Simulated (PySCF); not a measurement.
An unknown shows these calculated signals:

¹H NMR (400 MHz, computed): δ 7.02 (d, J = 9.8 Hz, 1H), 6.59 (dd, J = 9.8, 2.4 Hz, 1H), 6.30 (d, J = 2.4 Hz, 1H), 5.72 (q, J = 1.6 Hz, 1H), 3.77 (s, 3H), 2.23 (d, J = 1.6 Hz, 3H).

¹³C{¹H} NMR (computed): δ 157.4 (C), 152.3 (C), 149.0 (C), 143.6 (C), 118.0 (CH), 108.8 (CH), 108.6 (C), 108.0 (CH), 91.7 (CH), 54.7 (CH3), 20.5 (CH3).

[PySCF 2.14: geometry: PBE0-D3(BJ)/def2-SVP; shielding tensors at KT2/pcSseg-1 (GIAO); B3LYP/pcJ-1 coupling constants (without the spin–dipole term); relativity neglected; one computed conformer; one averaged value for each set of equivalent atoms; isolated molecule]

Shifts are taken against calculated references (same method and geometry level): TMS for ¹H (σref 31.18), ¹³C (σref 183.22).

Q: Which of these does the molecule contain: a CH3CH2 unit, a benzene ring, a heteroaromatic ring, a CF3 group, an N-methyl group, a methoxy group?

A: 
- A CH3CH2 unit: no.
- A benzene ring: yes.
- A heteroaromatic ring: yes.
- A CF3 group: no.
- An N-methyl group: no.
- A methoxy group: yes (δC 54.7; δH 3.77 (s)).

The data belong to 7-methoxy-4-methylcoumarin, C$_{11}$H$_{10}$O$_{3}$; they needn't prove each group on their own.

Carbon signals by region: 8 in the sp2 and nitrile region (100–160 ppm), 2 at 50–100 ppm, 1 below 50 ppm.

Multiplet labels drop couplings under 1 Hz and merge nearly equal ones. Unscaled 3J(H,H) at this level run about 10 % above measured values. Shifts are as computed. Against solution values, carbons near 30 ppm lie about +2 ppm off and those near 130 ppm about -5 ppm. Of 1211 compounds with measured shifts, 218 miss one by over three times the rms of a fit or turn the order of signals round; such compounds aren't used in these exercises.
